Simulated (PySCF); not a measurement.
Excitations are Tamm–Dancoff values on a coarser integration grid. The basis has no diffuse functions, so Rydberg states are missing or too high.

## C8H10N2, SMILES `Cn1ccc2c1ccn2C` (charge 0, multiplicity 1)

The numbers are results of PySCF with PBE-D3(BJ)/def2-TZVP // PBE-D3(BJ)/def2-SVP, not measurements.

The HOMO comes out as -4.20 eV, the dipole moment comes out as 0.000 e·Å and the HOMO–LUMO gap is 3.89 eV. The LUMO is -0.31 eV and the S1 excitation (TDA) is 4.80 eV. The S1 oscillator strength comes out as 0.000. The brightest of the four lowest singlets (TDA) is 4.89 eV and the T1 excitation (TDA) comes out as 3.41 eV. The S1–T1 gap (TDA) comes out as 1.39 eV and the total energy comes out as -419.9827 Ha. The cost is very roughly 40 core-minutes.

```xyz
20

C      3.0491    -0.1468    -0.1670
N      1.6495    -0.4993    -0.1707
C      1.1181    -1.7675    -0.3892
C     -0.2768    -1.7351    -0.3195
C     -0.5978    -0.3715    -0.0439
C      0.5978     0.3715     0.0439
C      0.2768     1.7351     0.3195
C     -1.1181     1.7675     0.3892
N     -1.6495     0.4993     0.1707
C     -3.0491     0.1468     0.1670
H      3.6570    -1.0489    -0.3674
H      3.3577     0.2709     0.8155
H      3.2772     0.6087    -0.9495
H      1.7870    -2.6142    -0.5818
H     -0.9441    -2.5927    -0.4532
H      0.9441     2.5927     0.4532
H     -1.7870     2.6142     0.5818
H     -3.6570     1.0489     0.3674
H     -3.3577    -0.2709    -0.8155
H     -3.2772    -0.6087     0.9495
```
Charge 0, spin multiplicity 1.
